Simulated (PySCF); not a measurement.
**Stretching PmH**

Set-up: basis Pm x2c-TZVPall, H x2c-TZVPall; spin-free X2C with a Gaussian nucleus; PySCF 2.14. Energies in eV from Pm (4f5 6s2) + H in their ground configurations at the same level. State: septet, about 5.0 electrons in the 4f shell (Mulliken), real f orbitals that mix terms.

```csv
R (Å),TPSSh
1.821,-2.123
1.906,-2.296
1.991,-2.395
2.054,-2.430
2.118,-2.437
2.182,-2.422
2.266,-2.373
2.372,-2.278
2.499,-2.129
2.669,-1.896
```

Task: Put a parabola through the three lowest points of the TPSSh curve and estimate Re, k and ωe (reduced mass 1.001 u; 1 eV/Å² = 0.16022 mdyn/Å; ωe = 1302.8·√(k/μ) cm⁻¹).

Result: Through R = 2.054, 2.118, 2.182 Å the second-order coefficient is 2.69 eV/Å², so Re ≈ 2.106 Å, k ≈ 0.861 mdyn/Å and ωe ≈ 1208 cm⁻¹. A polynomial fit of higher order to the unrounded TPSSh energies gives Re = 2.105 Å, k = 0.932 mdyn/Å, ωe = 1258 cm⁻¹; anharmonicity and rounding make the difference.

The higher-order fit for each curve: TPSSh: Re = 2.105 Å, ωe = 1258 cm⁻¹, De = 2.44 eV.

These are scalar-relativistic numbers at best; spin–orbit coupling would shift them, the dissociation energy most. With d or f electrons several states lie close, and the lowest PBE0 determinant need not be the measured ground state.
